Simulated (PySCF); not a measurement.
## Static response to an electric field

Compound: C3H8GeO2S.
Structure used (GFN2-xTB), in Å, numbered top down from 1:
```
atom  x, y, z in Å
C1     2.9149    0.4210   -0.0919
O2     1.7810   -0.2607    0.4445
C3     0.7102   -0.3732   -0.3258
O4     0.6067    0.0491   -1.4446
Ge5   -0.7035   -1.3263    0.7240
S6    -2.1311    0.1424    1.5541
C7    -2.7147    0.8767   -0.0173
H8     3.0963    0.0881   -1.1151
H9     3.7563    0.1747    0.5504
H10    2.7362    1.4976   -0.0912
H11   -0.0941   -2.0758    1.8774
H12   -1.4498   -2.2860   -0.1843
H13   -3.2364    0.1256   -0.6035
H14   -1.8774    1.2828   -0.5775
H15   -3.3991    1.6721    0.2564
```

Level: B3LYP/def2-SVPD (PySCF), static field, nuclei fixed, core orbitals frozen in the response. The polarisability tensor in these axes (au):

```
x   113.92  -2.98  -4.67
y    -2.98  90.08  -4.28
z    -4.67  -4.28  91.19
```

Diagonalise the tensor; give its mean and Δα, where Δα² is half the sum of the squared differences of the eigenvalues.

Principal values 85.32, 94.84 and 115.02 au; mean 98.40 au = 14.58 Å³ = 16.22 × 10⁻⁴⁰ C²·m²/J; Δα = 26.27 au (27 % of the mean).

What is the dipole moment, and where does it point?

(1.42, 0.09, -0.01) D, 1.42 D in size, pointing from the negative to the positive side. Measured along this direction, the outermost atoms are H15 and H13 at the negative end and H9 at the positive end.

What depolarisation ratio follows for Rayleigh scattering of linearly polarised light, taking the static tensor?

ρ = 3Δα²/(45ᾱ² + 4Δα²) = 2070.3/(435682 + 2760.4) = 0.00472.

Find the Langevin capture rate constant for NO+ (29.998 u) meeting this molecule (181.946 u), k = 2.342 × 10⁻⁹ cm³/s × √(α in Å³ / reduced mass in u).

The reduced mass is 25.75 u, so k = 1.76 × 10⁻⁹ cm³/s. The formula leaves out the permanent dipole, which adds to the capture rate.

Orientational against electronic polarisability at 400 K (dilute gas, rigid molecules)?

In Gaussian units μ²/3kT = 12.24 Å³ against 14.58 Å³, a ratio of 0.84; the Debye molar polarisation (4π/3)N_A(α + μ²/3kT) is 67.7 cm³/mol, leaving out the vibrational part.

Isolated species at its GFN2-xTB geometry (one conformer only). The calculation is non-relativistic, for germanium too.

The run behind these numbers computed excited states as well. The run took 57 s wall on one thread of an Arm Neoverse V2, shared host, and the process peaked at 0.97 GiB of memory.
